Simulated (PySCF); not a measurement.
# Molecular orbitals of PbCl⁺

PBE0 at R = 2.394 Å; PySCF, scalar-relativistic core potentials, basis sets Pb def2-SVP with ECP60, Cl def2-SVP. State: ¹Σ⁺ (singlet), closed shell. Only the outer orbitals are listed, counted within each symmetry, core potentials removing the inner ones.

```tsv
orbital	occ.	ε (eV)	on Pb (%)	main shells (%)
7σ	2	-27.66	13	86 Cl s
8σ	2	-20.60	83	83 Pb s, 10 Cl p
9σ	2	-14.86	33	66 Cl p, 22 Pb p, 10 Pb s
4π	2	-14.49	10	90 Cl p
4π	2	-14.49	10	90 Cl p
5π	0	-8.89	92	92 Pb p
5π	0	-8.89	92	92 Pb p
10σ	0	-6.25	85	79 Pb p, 17 Cl p
```

Which are the highest filled and the lowest empty level, where do they sit, and how wide is the gap?

Highest filled 4π at -14.49 eV (in %: 90 Cl p); lowest empty 5π at -8.89 eV (in %: 92 Pb p); the gap at PBE0 is 5.60 eV.

| Property | Result |
| --- | --- |
| bond order (Mayer) | 1.40 |
| ⟨S²⟩ | 0.000 |
| charge on Pb (Mulliken, basis-dependent) | 1.15 |
| charge on Pb (Löwdin, basis-dependent) | 0.94 |
| dipole moment (positive dipole points towards Cl; it is taken about the centre of mass and depends on that origin) | -2.93 D |
| polarisability along the bond | 56.8 bohr³ |
| polarisability across the bond | 23.7 bohr³ |

Spin–orbit coupling is left out, which matters for elements this heavy, above all for dissociation energies.
